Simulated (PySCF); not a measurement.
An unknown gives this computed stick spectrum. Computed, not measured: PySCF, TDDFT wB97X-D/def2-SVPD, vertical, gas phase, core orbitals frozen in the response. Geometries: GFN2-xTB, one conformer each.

| state | E (eV) | f | main configurations (H = HOMO, L = LUMO) |
| --- | --- | --- | --- |
| S1 | 7.67 | 0.0024 | H→L (33%), H-3→L (18%), H→L+1 (12%) |
| S2 | 7.77 | 0.0010 | H-1→L+2 (38%), H-1→L (11%), H-1→L+5 (8%) |
| S3 | 7.84 | 0.0003 | H-2→L (19%), H-2→L+1 (16%), H-4→L (12%) |
| S4 | 8.10 | 0.0055 | H-2→L (24%), H-2→L+1 (14%), H-4→L+1 (11%) |
| S5 | 8.11 | 0.010 | H→L+1 (19%), H→L+2 (16%), H-1→L+4 (8%) |
| S6 | 8.16 | 0.0013 | H-3→L (18%), H→L+1 (12%) |
| S7 | 8.18 | 0.0007 | H-2→L+1 (21%), H-4→L (20%) |
| S8 | 8.25 | 0.0033 | H-2→L+3 (18%), H-5→L+1 (12%) |

Orbital energies (eV): HOMO-3 -12.77, HOMO-2 -12.62, HOMO-1 -12.42, HOMO -12.27, LUMO 0.72, LUMO+1 0.92, LUMO+2 1.12.

Problem. Which candidate is it?
A. `C=C/C=N/NCC`
B. `CNc1cccs1`
C. `N#CCC(C#N)C#N`

Solution. C. Its S1, at 7.67 eV, is the highest among the candidates; the nearest of the others has S1 at 5.04 eV. S1 is HOMO→LUMO (33%), HOMO-3→LUMO (18%), HOMO→LUMO+1 (12%). Löwdin shares by element: HOMO nitrogen 48%, carbon 17% or more (atoms not listed hold the other 35%); LUMO nitrogen 34% or more, carbon 28% or more (atoms not listed hold the other 38%). At the same level the other candidates give, for their lowest levels:
- `C=C/C=N/NCC`: 5.04 eV (f 0.736); 5.66 eV (f 0.016); 5.88 eV (f 0.006); 6.70 eV (f 0.007); 6.72 eV (f 0.017); T1 2.87 eV; HOMO -7.54, LUMO 1.06 eV
- `CNc1cccs1`: 4.78 eV (f 0.004); 5.02 eV (f 0.170); 5.68 eV (f 0.002); 6.02 eV (f 0.012); 6.10 eV (f 0.015); T1 3.46 eV; HOMO -7.30, LUMO 1.74 eV

The values belong to the conformer `[N:1]#[C:2][CH2:3][CH:4]([C:5]#[N:6])[C:7]#[N:8]`: C2–C3–C4–C5 -67°.
Triplets come from the Tamm–Dancoff approximation.
